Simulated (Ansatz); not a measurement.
Consider the cleavage of the Si–Ge bond: `[OH][Ge]([OH])([OH])[SiH3]` + `[GeH3][SeH]` → `[SiH3][Se][GeH3]` + `[OH][GeH]([OH])[OH]`.

Calculated with Ansatz (gas phase, PBE0-D4/def2-TZVP geometries, no zero-point term in ΔE). CCSD(T)/CBS is the MP2 limit (def2-TZVPP, def2-QZVPP) plus CCSD(T) − MP2 in def2-TZVPP, frozen cores. Functionals use def2-TZVPP. B3LYP here is the variant with VWN-RPA as its local correlation; programs differ in this. For Ge, Se outer-core shells are correlated without core-valence functions, which leaves a few kJ/mol of doubt a bond. Scalar relativity is left out up to krypton. Each species was taken in one conformer, which may not be the lowest.

`[OH][Ge]([OH])([OH])[SiH3]`:

```xyz
11

O    -0.976   -1.497   -0.893
Ge   -0.373   -0.213    0.177
O    -1.721    0.916    0.436
O    -0.026   -0.970    1.747
Si    1.539    0.876   -0.729
H    -1.908   -1.369   -1.090
H    -2.032    0.874    1.345
H    -0.268   -1.901    1.738
H     1.135    1.605   -1.956
H     2.561   -0.148   -1.054
H     2.068    1.827    0.280
```

`[GeH3][SeH]`:

```xyz
6

Ge   -0.411    0.334    0.282
Se    0.956   -0.390   -1.496
H     0.450    0.817    1.458
H    -1.229    1.494   -0.296
H    -1.337   -0.801    0.742
H     1.571   -1.454   -0.690
```

`[SiH3][Se][GeH3]`:

Z-matrix (Å, degrees):
```
Si
Se 1 2.273
H 1 1.483 2 106.5
H 1 1.486 2 110.9 3 119.6
H 1 1.486 2 111.0 3 -119.6
Ge 2 2.358 1 94.9 3 -180.0
H 6 1.536 2 109.7 1 59.9
H 6 1.533 2 105.9 1 179.5
H 6 1.536 2 109.8 1 -60.9
```

`[OH][GeH]([OH])[OH]`:

Z-matrix (Å, degrees):
```
Ge
O 1 1.772
O 1 1.761 2 102.9
O 1 1.765 2 110.8 3 -118.2
H 1 1.526 2 114.0 3 122.3
H 2 0.960 1 113.5 3 162.6
H 3 0.961 1 110.8 2 -2.2
H 4 0.961 1 112.5 2 74.5
```

```csv
level,ΔE (kJ/mol),difference from CCSD(T)/CBS
PBE-D4,-39.3,12.9
PBE0-D4,-46.0,6.2
B3LYP-D4,-43.0,9.2
ωB97X-V,-47.4,4.8
ωB97M-V,-49.6,2.6
B2PLYP,-47.6,4.6
PBE,-38.1,14.1
PBE0,-45.1,7.1
HF/def2-TZVPP,-57.4,-5.2
SCS-MP2/def2-TZVPP,-56.5,-4.3
CCSD/def2-TZVPP,-49.8,2.4
CCSD(T)/def2-TZVPP,-49.5,2.7
HF/def2-QZVPP,-57.8,-5.6
MP2/def2-QZVPP,-60.7,-8.5
SCS-MP2/def2-QZVPP,-58.2,-6.0
HF/CBS(def2),-57.9,-5.7
CCSD(T)/CBS,-52.2,0
```

Largest T1 diagnostic among the species: 0.013.

From PBE to PBE0 (25 % exact exchange), in def2-TZVPP and without D4, ΔE moves by −7.0 kJ/mol.
